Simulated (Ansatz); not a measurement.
Mulliken charges of CH4OSeSi (`[SeH]C1O[SiH2]1`) from PBE/def2-TZVPP in Ansatz (PBE0-D4/def2-TZVP geometry).

| atom | x (Å) | y (Å) | z (Å) | charge (e) |
| --- | --- | --- | --- | --- |
| Se1 | -1.680 | 1.404 | 0.191 | -0.042 |
| C2 | 0.030 | 0.602 | 0.564 | -0.046 |
| O3 | 1.071 | 0.747 | -0.458 | -0.303 |
| Si4 | 0.719 | -0.864 | -0.231 | 0.351 |
| H5 | -2.146 | 0.368 | -0.741 | 0.038 |
| H6 | 0.363 | 0.941 | 1.543 | 0.111 |
| H7 | 1.772 | -1.705 | 0.378 | -0.052 |
| H8 | -0.037 | -1.549 | -1.301 | -0.055 |

By hand: the dipole of these point charges (1 e Å = 4.8032 D).

Σ q r = (-0.134, -0.324, 0.219) e Å, of length 0.413 e Å = 1.98 D.

How does the dipole of the full density compare? (Estimate.)

The calculation gave: (0.036, -0.451, 0.075) e Å, 2.20 D; the point charges give 0.90 times that, at 34° from its direction.

Point charges leave out the atoms' own dipoles, such as those of lone pairs, and Mulliken's split depends on the basis, so the two needn't agree.
